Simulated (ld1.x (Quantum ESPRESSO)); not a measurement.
## Ranking TM potentials for Fe

All share these settings but for the change named:

* Element: iron (Fe)
* Generator: ld1.x (Quantum ESPRESSO) 7.5
* Type: norm-conserving Troullier–Martins (Kleinman–Bylander form)
* Functional: LDA (PZ)
* Relativity: scalar-relativistic
* Frozen core: [Ne]
* Valence charge: 16
* Reference configuration: 3s2 3p6 3d6 4s1 4p1
* Partial waves: 3s (bound): rc 0.80 bohr; 3p (bound): rc 0.75 bohr; 3d (bound): rc 1.10 bohr
* Local potential: the d channel
* Core correction: none

Occupied shells without a wave of their own: 4p, 4s. They enter only through the test configuration that unscreens the potential.

Test errors are all-electron minus pseudo excitation energies from the reference, over 3s2 3p6 3d6 4s2 4p0; 3s2 3p6 3d6 4s1 4p0; 3s2 3p6 3d6 4s0 4p0; 3s2 3p6 3d6 4s0 4p2; 3s2 3p6 3d6 4s0 4p1; 3s2 3p6 3d7 4s1 4p0; 3s1 3p6 3d6 4s2 4p0. None of these files shows a bound ghost.

The base gives 209.2 meV.

Of 7 variants that were run, those that failed, showed a ghost or another fault, or gave nearly equal values are left out.

A variant can come out equal or close to the base, since the largest error may sit in a test that the change hardly touches while other tests move.

(1) Rank these variants by their largest absolute test error, smallest first.
A. all radii scaled by about 1.39 (s 1.12, p 1.04, d 1.52 bohr)
B. all radii scaled by about 0.97 (s 0.78, p 0.72, d 1.06 bohr)
C. all radii scaled by about 1.15 (s 0.92, p 0.86, d 1.26 bohr)
D. all radii scaled by about 1.06 (s 0.86, p 0.80, d 1.16 bohr)

## Answers

(1) C (165.4 meV), D (202.4 meV), B (235.6 meV), A (587.1 meV).
